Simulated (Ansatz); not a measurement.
Total energies of SnCl2(pyrrolidide)2 (C8H16Cl2N2Sn) from Ansatz at PBE0-D4/def2-TZVP, gas phase (1 Eh = 27.2114 eV = 2625.5 kJ/mol). The reference geometry is relaxed at PBE-D4/def2-SVP.

| state | geometry | energy (Eh) |
| --- | --- | --- |
| charge 0 singlet | reference | -1558.18739 |
| charge 1 doublet | reference | -1557.88599 |
| charge 1 doublet | relaxed at PBE-D4/def2-SVP | -1557.91486 |
| charge -1 doublet | reference | -1558.20852 |
| free Sn atom (triplet) | – | -214.25870 |
| free Cl atom (doublet) | – | -459.99739 |
| free N atom (quartet) | – | -54.54382 |
| free C atom (triplet) | – | -37.80537 |
| free H atom (doublet) | – | -0.50104 |

In the def2 sets Sn takes a core potential; there is no spin–orbit coupling. Single mean-field runs in def2-TZVP are fitted with def2-universal-jkfit.

(1) Work out the vertical ionisation energy to the doublet.

(2) Work out the vertical electron affinity, to the doublet.

(3) Give the fundamental gap IE − EA, the Mulliken electronegativity (IE + EA)/2 and the hardness (IE − EA)/2.

(4) How much does the charge 1 doublet relax, and what is the adiabatic ionisation energy?

(5) What is the binding energy per atom against free atoms?

(1) E(charge 1 doublet) − E(charge 0 singlet) = -1557.88599 − (-1558.18739) = 0.30140 Eh = 8.20 eV. For comparison, −ε of the highest occupied level is 6.76 eV at this level, 1.44 eV less.

(2) E(charge 0 singlet) − E(charge -1 doublet) = -1558.18739 − (-1558.20852) = 0.02113 Eh = 0.57 eV. The basis lacks diffuse functions, which makes affinities too small.

(3) From the values in Eh: IE − EA = 0.30140 − 0.02113 = 0.28027 Eh = 7.63 eV; (IE + EA)/2 = 4.39 eV; (IE − EA)/2 = 3.81 eV. The HOMO–LUMO gap of the same run is 4.75 eV, 2.88 eV smaller than the fundamental gap.

(4) Relaxation: -1557.88599 − (-1557.91486) = 0.02887 Eh = 0.79 eV. Adiabatic ionisation energy: 0.27253 Eh = 7.42 eV, without zero-point energy. 

(5) Atoms: 1 × (-214.25870) + 2 × (-459.99739) + 2 × (-54.54382) + 8 × (-37.80537) + 16 × (-0.50104) = -1553.80072 Eh. Binding: -1553.80072 − (-1558.18739) = 4.38667 Eh = 119.37 eV, or 4.12 eV for each of 29 atoms (no zero-point energy, no counterpoise term).

At PBE0-D4/def2-TZVP the highest occupied level of the charge -1 doublet lies above zero (up to 0.95 eV). By energy differences its removal costs 0.58 eV (vertical, to the charge 0 singlet, at PBE0-D4/def2-TZVP); self-interaction error and the lack of diffuse functions both raise the level.
